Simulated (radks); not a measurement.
Problem. The mean radii <r> (bohr) of the occupied orbitals of an atom or ion are listed with their occupations. All-electron calculation, Dirac Kohn-Sham, PBE, spin-unpolarised, spherical densities, finite nucleus; Fermi nuclear charge, rms radius of each element as measured or else 0.836 A^(1/3) + 0.57 fm. Program: a radial shooting solver on a logarithmic mesh with Libxc functionals.

| orbital | occ. | <r> |
|---|---|---|
| 1s1/2 | 2 | 0.2273 |

Name the element and its charge. Open shells, if any, fill j = l - 1/2 first.

Solution. Z = 7, nitrogen, charge +5: N5+ in [He]. The 1s radius gives Z: for a bare nucleus <r> = (2 gamma + 1)/(2Z) with gamma = sqrt(1 - (Z/c)^2), 0.2141 bohr for Z = 7, and screening makes it slightly larger (0.2273 here). The occupations add up to 2, and the charge is Z minus that.
